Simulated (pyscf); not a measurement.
Structures and frequencies: ωB97X-D3(BJ)/def2-SVP in PySCF. MP2 and CC: frozen core, UHF for open shells. ΔMP2 is the change of the MP2 total energy from the triple- to the quadruple-zeta basis.

SMILES: [GaH2][O][GaH2]
```xyz
7

Ga    -0.1634     0.7649    -1.4955
O     -0.4007    -0.2315    -0.0572
Ga    -0.6326    -1.2630     1.3570
H     -1.0597     2.0398    -1.6117
H      0.9205     0.2746    -2.5092
H      0.2500    -0.9374     2.6050
H     -1.6987    -2.3977     1.2218
```

Task: What is the homolytic dissociation enthalpy (298 K, CCSD(T)/def2-TZVPP + ΔMP2(QZVPP)) of the Ga–O bond of H₂Ga–O–GaH₂, to GaH₂• + •O–GaH₂?

Result: Ga–O to GaH₂• + •O–GaH₂: 110.3 kcal/mol. The radicals are drawn with the spin at the cut bond; how far it spreads was not checked. •O–GaH₂ lies 36.5 kcal/mol over its isomer [HO–GaH]• (electronic energy, ωB97M-D3(BJ)). The CCSD(T) − MP2 part came from Ansatz, without density fitting, on the same reference. The frozen core leaves the outer d or s,p core shells of the metals and heavy elements correlated in the MP2 and CC values, and def2-TZVPP describes them poorly, which can shift differences by a few kcal/mol. Elements up to Kr have no core potential and no relativistic terms here.
